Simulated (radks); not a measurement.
The numbers below are computed, except where a source is named.
The chromium anion Cr- inside a hard spherical wall (all orbitals vanish at R), configuration held at [Ar] 3d5 4s2 and not refilled when levels cross. Code: a radial shooting solver on a logarithmic mesh with Libxc functionals. Model: scalar-relativistic Kohn-Sham, PBE, spin-unpolarised, spherical densities, point nucleus. Eigenvalues in eV, with the zero of energy where the potential of the charges vanishes at infinity; a dash marks a level that is unbound or too diffuse for the functional's potential to be trusted. A positive occupied level is held by the wall or, in an anion where self-interaction has pushed it up, behind a barrier. The pressure on the wall is -dE/dV.

| R (bohr) | E (hartree) | kinetic (hartree) | e(3s) | e(3p) | e(4s) | e(3d) | e(5s, empty) | e(4p, empty) | pressure (GPa) |
|---|---|---|---|---|---|---|---|---|---|
| 20 | -1050.58431 | 1061.214 | -69.236 | -40.646 | 0.587 | 1.977 | - | - | 0.000789 |
| 15 | -1050.58330 | 1061.215 | -68.998 | -40.410 | 0.729 | 2.193 | 3.016 | 2.636 | 0.00400 |
| 12 | -1050.58086 | 1061.225 | -68.735 | -40.147 | 0.913 | 2.442 | 4.270 | 3.125 | 0.0256 |
| 7 | -1050.52406 | 1061.440 | -66.519 | -37.935 | 2.725 | 4.524 | 13.132 | 6.093 | 2.03 |
| 6 | -1050.45773 | 1061.665 | -64.963 | -36.391 | 4.158 | 5.959 | 19.172 | 8.123 | 6.43 |
| 4 | -1049.83561 | 1063.516 | -56.776 | -28.371 | 13.833 | 13.573 | 54.829 | 20.667 | 113 |
| 3 | -1048.21476 | 1068.100 | -45.461 | -17.393 | 34.014 | 25.059 | 117.76 | 44.814 | 807 |
| 2.5 | -1045.74502 | 1075.251 | -34.296 | -6.299 | 61.126 | 37.595 | 191.28 | 75.219 | 2840 |
| 2 | -1039.01427 | 1094.573 | -12.548 | 16.309 | 125.65 | 63.574 | 345.56 | 143.28 | 13200 |
| 1.5 | -1015.99285 | 1154.674 | 43.454 | 75.753 | 307.91 | 127.81 | 731.95 | 324.25 | 88800 |
